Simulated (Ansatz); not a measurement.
[Ce(H2O)6]3+ (CeO₆H₁₂³⁺), relaxed as a doublet with UKS PBE-D4/def2-SVP in Ansatz, starting from the GFN2-xTB geometry. Force threshold 0.03 eV/Å.

In the def2 sets Ce takes a core potential; there is no spin–orbit coupling. With an open 4f shell the SCF may have ended on a state above the lowest.

Start:

```xyz
19

Ce   -0.005    0.001    0.003
O     0.287    0.212   -2.353
H     0.792    0.887   -2.853
H    -0.057   -0.365   -3.066
O    -0.290   -0.207    2.359
H     0.046    0.373    3.073
H    -0.776   -0.896    2.857
O    -1.968    1.341   -0.132
H    -2.374    1.764   -0.917
H    -2.574    1.610    0.590
O     1.965   -1.338    0.136
H     2.562   -1.625   -0.586
H     2.378   -1.745    0.925
O     1.304    1.965    0.341
H     2.271    2.042    0.479
H     1.013    2.900    0.368
O    -1.302   -1.968   -0.351
H    -1.004   -2.900   -0.395
H    -2.270   -2.049   -0.478
```

| step | energy (eV) | largest force component (eV/Å) | SCF passes |
| --- | --- | --- | --- |
| 1 | -25359.4060 | 0.364 | 85 |
| 2 (rejected) | -25359.4044 | 0.439 | 33 |
| 3 | -25359.5438 | 0.122 | 34 |
| 4 | -25359.5569 | 0.006 | 31 |

Force components are those of the run's own axes.

End:

```xyz
19

Ce   -0.0025    0.0022    0.0006
O     0.3073    0.2165   -2.4251
H     0.8126    0.9066   -2.9171
H    -0.0421   -0.3680   -3.1391
O    -0.3027   -0.2169    2.4273
H     0.0497    0.3663    3.1410
H    -0.8042   -0.9091    2.9203
O    -2.0309    1.3787   -0.1332
H    -2.4393    1.7871   -0.9332
H    -2.6306    1.6553    0.5999
O     2.0231   -1.3779    0.1360
H     2.6250   -1.6529   -0.5959
H     2.4274   -1.7906    0.9358
O     1.3453    2.0247    0.3468
H     2.3220    2.0945    0.4683
H     1.0383    2.9611    0.3956
O    -1.3441   -2.0232   -0.3520
H    -1.0347   -2.9591   -0.3951
H    -2.3197   -2.0955   -0.4810
```

By distances, no bond broke or formed. The bond that changes most is Ce1–O8, from 2.38 to 2.45 Å (atoms count from 1).

No frequencies were taken in this run, so the end may be a saddle point.

It took 11 s on 4 threads of AMD EPYC 9R45 on a shared host.
